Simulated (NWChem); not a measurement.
N2H3, doublet; SMILES [NH]N

Computed with NWChem. Spin-unrestricted. Structure relaxed at the PBE0/def2-SVP, spin-unrestricted level. No stability test was run on the SCF state. Level PBE/def2-TZVP: energy and gradient; each run changes one setting, and changes count from the defaults (medium grid, exact Coulomb integrals, symmetry on).

| setting | size of the energy change (μHa) | largest change of a gradient component (μHa/bohr) | time, defaults = 1 (rough) |
|---|---|---|---|
| defaults | < 10 | < 30 | about 1 |
| extra-fine grid | < 10 | < 30 | 3 |
| tight SCF thresholds and tolerances | < 10 | < 30 | about 1 |
| coarse grid | 20 | 80 | about 1 |
| Becke weights | < 10 | < 30 | about 1 |
